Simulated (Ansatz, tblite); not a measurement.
Removing and adding an electron: SiB₃ (the lowest doublet isomer of a short search). Total charge 0; doublet. Geometry: r2SCAN-D4/def2-TZVP. Ansatz, gas phase; energy differences of separate SCF runs; the oxidised species is a singlet (the triplet lies 0.77 eV higher at PBE0-D4/def2-TZVP); the reduced species is a singlet (the triplet lies 0.59 eV higher at PBE0-D4/def2-TZVPD).

Cartesian coordinates in Å:
```
B -0.292 0.908 -0.199
B -0.770 -0.302 -1.018
B 0.154 -0.962 0.018
Si 0.908 0.355 1.199
```

The xTB rows come from tblite. Correlated methods freeze 8 core orbitals. In CCSD on the charge 0 doublet the largest single amplitude is 0.21, so its Hartree–Fock determinant may place the open shell otherwise than the density functionals do. The structure comes from a short search, and lower isomers may exist.

| level | −HOMO (eV) | vertical IE (eV) | −LUMO (eV) | vertical EA (eV) | HOMO–LUMO gap (eV) | remarks |
| --- | --- | --- | --- | --- | --- | --- |
| GFN2-xTB | – | 10.20 | – | – | – | – |
| r2SCAN-D4/def2-TZVPD | 6.06 | – | 4.56 | 2.09 | 1.50 | HOMO above zero (-1 singlet), restricted SCF unstable in HF (-1 singlet), spin-contaminated (⟨S²⟩ 0.83) (doublet) |
| PBE0-D4/def2-TZVP | 6.73 | 8.72 | 3.94 | – | 2.79 | restricted SCF unstable in HF (+1 singlet) |
| CCSD/def2-TZVPP | – | 8.51 | – | – | – | large T1 (0.064) (doublet), large T1 (0.066) (+1 singlet), restricted SCF unstable (+1 singlet), spin-contaminated (⟨S²⟩ 0.93) (doublet) |
| CCSD(T)/def2-TZVPD | – | – | – | 2.41 | – | large T1 (0.025) (-1 singlet), large T1 (0.064) (doublet), restricted SCF unstable (-1 singlet), spin-contaminated (⟨S²⟩ 0.93) (doublet) |
| CCSD(T)/def2-TZVPP | – | 8.48 | – | – | – | large T1 (0.064) (doublet), large T1 (0.066) (+1 singlet), restricted SCF unstable (+1 singlet), spin-contaminated (⟨S²⟩ 0.93) (doublet) |

Q: Estimate the rows for GFN1-xTB, PBE-D4/def2-TZVP, PBE-D4/def2-TZVPD, r2SCAN-D4/def2-TZVP, PBE0-D4/def2-TZVPD, CCSD/def2-TZVPD.

A: 
```csv
level,−HOMO (eV),vertical IE (eV),−LUMO (eV),vertical EA (eV),HOMO–LUMO gap (eV),remarks
GFN1-xTB,–,11.71,–,–,–,–
PBE-D4/def2-TZVP,5.74,8.63,4.71,–,1.03,restricted SCF unstable in HF (+1 singlet)
PBE-D4/def2-TZVPD,5.74,–,4.72,2.20,1.03,"HOMO above zero (-1 singlet), restricted SCF unstable in HF (-1 singlet)"
r2SCAN-D4/def2-TZVP,6.06,8.78,4.56,–,1.50,"restricted SCF unstable in HF (+1 singlet), spin-contaminated (⟨S²⟩ 0.83) (doublet)"
PBE0-D4/def2-TZVPD,6.73,–,3.94,2.22,2.79,restricted SCF unstable in HF (-1 singlet)
CCSD/def2-TZVPD,–,–,–,2.31,–,"large T1 (0.025) (-1 singlet), large T1 (0.064) (doublet), restricted SCF unstable (-1 singlet), spin-contaminated (⟨S²⟩ 0.93) (doublet)"
```

Relaxing the oxidised species (r2SCAN-D4/def2-TZVP) changes its energy by -0.06 eV at PBE-D4/def2-TZVP, so the adiabatic ionisation energy to this nearest minimum is 8.57 eV. At PBE0-D4/def2-TZVP it is 8.66 eV.  Run but left out: HF/def2-TZVPP, HF/def2-TZVPD (doublet: a determinant that CCSD turns far, T1 0.064); MP2/def2-TZVPP, MP2/def2-TZVPD (doublet: ⟨S²⟩ 0.93, where a pure state has 0.75); GFN2-xTB (tight binding far off the other levels).   A HOMO above zero means that the electron is unbound at that level or that self-interaction error raises the level; the energy of removing that electron tells which. HOMO and LUMO are the levels of the spin that leaves or enters (xTB has no such levels and no spin-polarisation term). Other spin states of the ions may lie lower, which would lower the ionisation energy or raise the affinity. Raw xTB energy differences between charge states are shifted by several eV; the methods need an empirical correction for them.
